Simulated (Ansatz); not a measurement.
`CC(C)[NH][AlH][F]` and `CC(C)[NH][InH][F]` differ in one element.

Ansatz, PBE0-D4/def2-TZVP geometries, multiplicity 1. Each molecule was computed in one conformer, which needn't be the lowest.

Elements past krypton have def2 core potentials.

| property | `CC(C)[NH][AlH][F]` |
| --- | --- |
| LUMO energy (ωB97M-V/def2-TZVPP) / eV | 1.32 |
| HOMO energy (PBE/def2-TZVPP) / eV | -5.75 |
| HOMO–LUMO gap (ωB97M-V/def2-TZVPP) / eV | 10.71 |
| HOMO energy (B3LYP/def2-TZVPP) / eV | -6.83 |
| LUMO energy (PBE0/def2-TZVPP) / eV | -0.21 |
| HOMO–LUMO gap (PBE0/def2-TZVPP) / eV | 6.84 |

Problem. What does the change do to each property? (Estimate.)

Solution. Computed: 
```tsv
property	`CC(C)[NH][InH][F]`	shift
LUMO energy (ωB97M-V/def2-TZVPP) / eV	0.38	-0.94
HOMO energy (PBE/def2-TZVPP) / eV	-5.50	0.25
HOMO–LUMO gap (ωB97M-V/def2-TZVPP) / eV	9.44	-1.27
HOMO energy (B3LYP/def2-TZVPP) / eV	-6.56	0.27
LUMO energy (PBE0/def2-TZVPP) / eV	-0.99	-0.78
HOMO–LUMO gap (PBE0/def2-TZVPP) / eV	5.75	-1.09
```

With PBE0 the HOMO rises by 0.30 eV and the LUMO falls by 0.78 eV, so the gap narrows by about 1.08 eV. PBE moves the HOMO by 0.25 eV and ωB97M-V by 0.33 eV.

B3LYP here is the variant with VWN-RPA as its local correlation; programs differ in this.
